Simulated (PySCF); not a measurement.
**Ca (calcium, neutral) across methods**

[Ar] 4s1 5s1, high-spin 3S determinant (an excited configuration). Calculation: PySCF 2.14, in aug-cc-pwCVQZ-X2C (11s10p8d6f3g, 150 functions); the spin-free X2C one-electron Hamiltonian (Gaussian nucleus).

```tsv
method	E (hartree)	mean ε 3p β (eV)	mean ε 4s α (eV)	mean ε 5s α (eV)	Σ⟨r²⟩ (bohr²)	⟨S²⟩
LDA	-678.459	-31.538	-6.451	-1.414	130.8	2.000
B3LYP	-680.346	-33.401	-6.876	-1.531	135.2	2.000
UHF	-679.52316	-39.872	-8.561	-2.045	151.5	2.000
r2SCAN	-680.280	-32.452	-6.513	-1.353	138.6	2.000
PBEsol	-679.246	-31.450	-6.304	-1.407	131.6	2.000
PBE	-680.108	-31.502	-6.277	-1.429	131.8	2.000
PBE0	-680.149	-33.875	-6.929	-1.643	134.5	2.000
```

(1) Estimate the same row for MN15.

The outer electron is Rydberg-like, and this basis confines it to a smaller radius and binds it less than a complete one would.

Results:

(1) E (hartree) = -680.582; mean ε 3p β (eV) = -35.047; mean ε 4s α (eV) = -7.230; mean ε 5s α (eV) = -1.511; Σ⟨r²⟩ (bohr²) = 145.6; ⟨S²⟩ = 2.000.
